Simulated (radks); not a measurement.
Results of a calculation; reference values are marked as such.
Spherical jellium clusters: N electrons in a uniform positive sphere of charge N and radius rs N^(1/3), rs = 4.54 bohr. Level of theory: non-relativistic Kohn-Sham, PBEsol, spin-polarised, spherical densities (a radial shooting solver with Libxc functionals). Levels are named by radial order and angular momentum (1s, 1p, 1d, 2s, ...), and open shells are averaged over m.

N = 6, configuration 1s2 1p(up 3, down 1). This is the lowest configuration that the search found. Occupied levels:

| level | occupation | eigenvalue (eV) | <r> (bohr) |
|---|---|---|---|
| 1s up | 1 | -3.9421 | 5.669 |
| 1s down | 1 | -3.6087 | 5.492 |
| 1p up | 3 | -2.8451 | 6.833 |
| 1p down | 1 | -2.4429 | 6.845 |

Energy (eV): total -10.1387, kinetic 8.5290, external -139.46, Hartree 68.554, exchange-correlation -19.003, background 71.247.

Electron density:

| r (bohr) | n(r) (e/bohr^3) |
|---|---|
| 0.612 | 0.002251 |
| 1.64 | 0.002505 |
| 2.66 | 0.002867 |
| 3.68 | 0.003134 |
| 4.70 | 0.003093 |
| 5.72 | 0.002648 |
| 6.75 | 0.001907 |
| 7.77 | 0.001136 |
| 8.79 | 0.0005596 |
| 9.81 | 0.0002390 |
| 10.8 | 0.00009397 |
| 11.9 | 0.00003592 |
| 12.9 | 0.00001350 |
